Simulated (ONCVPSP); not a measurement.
## Reading a pseudo-wave (cobalt (Co))

Columns: radius, all-electron u(r) and pseudo u(r) of the 3s shell (level -121.03 eV) of cobalt in the configuration [Ne] 3s2 3p6 3d7; LDA (Perdew-Zunger), scalar-relativistic, ONCV scheme, ONCVPSP 4.0.1.

| r (bohr) | all-electron | pseudo |
| --- | --- | --- |
| 0.057 | 0.1864 | 0.0651 |
| 0.115 | -0.4377 | 0.1424 |
| 0.172 | -0.6751 | 0.2378 |
| 0.230 | -0.5294 | 0.3583 |
| 0.288 | -0.1781 | 0.5006 |
| 0.345 | 0.2178 | 0.6541 |
| 0.402 | 0.5786 | 0.8098 |
| 0.460 | 0.8706 | 0.9574 |
| 0.518 | 1.0757 | 1.0813 |
| 0.575 | 1.1990 | 1.1707 |
| 0.632 | 1.2573 | 1.2232 |
| 0.690 | 1.2643 | 1.2380 |
| 0.747 | 1.2336 | 1.2181 |
| 0.805 | 1.1762 | 1.1694 |
| 0.862 | 1.1034 | 1.1013 |
| 0.920 | 1.0200 | 1.0195 |
| 0.977 | 0.9340 | 0.9338 |
| 1.035 | 0.8465 | 0.8463 |
| 1.092 | 0.7630 | 0.7629 |
| 1.150 | 0.6824 | 0.6822 |
| 1.208 | 0.6071 | 0.6070 |
| 1.265 | 0.5390 | 0.5389 |
| 1.322 | 0.4768 | 0.4767 |
| 1.380 | 0.4194 | 0.4193 |
| 1.438 | 0.3679 | 0.3679 |
| 1.495 | 0.3227 | 0.3226 |

How many radial nodes do the two functions have?

The all-electron 3s function has n − l − 1 = 2; the pseudo-wave has 0, since the states of the same l below it are removed with the core.

At about which radius was the pseudo-wave matched?

1.00 bohr. The columns agree to 0.0005 from 0.92 bohr on; several derivatives are matched, so the curves merge somewhat inside the radius.

Is the pseudo-wave norm-conserving?

Yes: the ONCV scheme keeps the norm inside the radius equal to the all-electron one, which fixes the energy derivative of the logarithmic derivative at the level.
